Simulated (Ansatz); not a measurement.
`C[NH][GeH]([Cl])[O]C` + `[F][Hf]([F])([F])[I]` → `C[NH][GeH]([F])[O]C` + `[F][Hf]([F])([Cl])[I]`  (redistribution)

Isolated molecules relaxed with PBE0-D4/def2-TZVP in Ansatz; ΔE leaves out vibrations. CCSD(T)/CBS is the MP2 limit (def2-TZVPP, def2-QZVPP) plus CCSD(T) − MP2 in def2-TZVPP, frozen cores. DFT in def2-TZVPP. Elements past krypton have def2 core potentials. For Ge, Hf, I outer-core shells are correlated without core-valence functions, which leaves a few kJ/mol of doubt a bond. Scalar relativity is left out up to krypton. One conformer a species, not always the lowest.

| species | PBE0-D4 energy (Eh) |
| --- | --- |
| `C[NH][GeH]([Cl])[O]C` | -2747.72552 |
| `[F][Hf]([F])([F])[I]` | -645.45410 |
| `C[NH][GeH]([F])[O]C` | -2387.44966 |
| `[F][Hf]([F])([Cl])[I]` | -1005.71954 |

Q: Work out ΔE.

A: ΔE = (-2387.44966) + (-1005.71954) − (-2747.72552) − (-645.45410) = 0.01042 Eh = +6.5 kcal/mol. CCSD(T)/CBS gives +5.1 kcal/mol.

Largest T1 diagnostic among the species: 0.015.

In def2-TZVPP, CCSD(T) changes the Hartree–Fock value by +2.3 kcal/mol (the triples alone add +0.2 kcal/mol) and MP2 by +2.3 kcal/mol. From PBE to PBE0 (25 % exact exchange), in def2-TZVPP and without D4, ΔE moves by −0.8 kcal/mol. The D4 term adds +1.2 kcal/mol with B3LYP and +0.6 kcal/mol with PBE0; it sums over pairs of atoms, weighted by their polarisabilities, and B3LYP, whose exchange is more repulsive, gets the larger term.

B3LYP here is the variant with VWN-RPA as its local correlation; programs differ in this.
